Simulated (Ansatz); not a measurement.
Zn2I5⁻, relaxed as a singlet with RKS r2SCAN-D4/def2-SVPD in Ansatz, starting from the GFN1-xTB geometry. Force threshold 0.02 eV/Å.

In the def2 sets I takes a core potential; there is no spin–orbit coupling. The structure comes from a short search, and lower isomers may exist.

Start:

```xyz
7

Zn    1.967    0.573    1.618
Zn   -1.938   -0.603   -1.647
I     4.472    0.250    1.240
I    -2.125   -2.671   -3.133
I     0.706    1.625    3.559
I    -3.581    1.287   -1.206
I     0.499   -0.461   -0.432
```

Q: Estimate the energy that the relaxation releases and the steps that it takes.

A: 0.64 eV, in 25 steps; 4.7 min on 4 threads of Arm Neoverse V1 on a shared host. The force fell under the threshold at step 9, but the optimiser went on and released 0.442 eV more. No frequencies were taken in this run, so the end may be a saddle point.

Q: Does the start keep its bonding and symmetry?

A: Bonds formed: Zn1–I6, Zn2–I5 (atoms count from 1).

Q: Predict the relaxed structure.

A: 
```xyz
7

Zn    1.1391    0.7130    0.5050
Zn   -1.1391   -0.7132   -0.5049
I     3.1363    1.9661    1.3899
I    -3.1361   -1.9664   -1.3901
I    -0.6125   -0.5600    2.1734
I    -0.7999    1.9601   -0.9652
I     1.4122   -1.3996   -1.2080
```
Bond lengths (bridged metal pairs left out): 8 × I–Zn 2.52 to 2.73 Å.
